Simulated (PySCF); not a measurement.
# Polarisability and C₆ of Cs⁻ (caesium, charge -1)

[Xe] 6s2, closed-shell 1S. Calculation: PySCF 2.14, in aug-cc-pVTZ-X2C; scalar relativity by spin-free X2C-1e. Coupled (time-dependent) response in atomic units; α is the mean over directions.

| method | mean α (bohr³) | C₆ (like pair) | S(−4) |
| --- | --- | --- | --- |
| UHF | 3006 | 153500 | 7211000 |

S(−4) is the Cauchy moment in α(ω) = α(0) + S(−4) ω² + …

α(iu) at UHF:

```tsv
u (hartree)	α(iu) (bohr³)
0	3006
0.0500	586.8
0.100	198.6
0.200	63.99
0.300	35.37
0.500	18.23
0.750	10.81
1.00	7.234
1.50	3.890
2.00	2.437
3.00	1.237
5.00	0.5126
```

A single London oscillator, α(iu) = α/(1 + u²/ω²), gives C₆ = (3/4) ω α². Matching the computed C₆ needs ω = 4 × 153500 / (3 × 3006²) = 0.0227 hartree.

For an ion, C₆ is the dispersion term alone; charge-induced terms of lower order in 1/R come first.

Spin-orbit coupling, which splits the p, d and f shells strongly at this Z, is absent. The outer electron is barely bound at this level, so radii and moments hang on the diffuse functions.
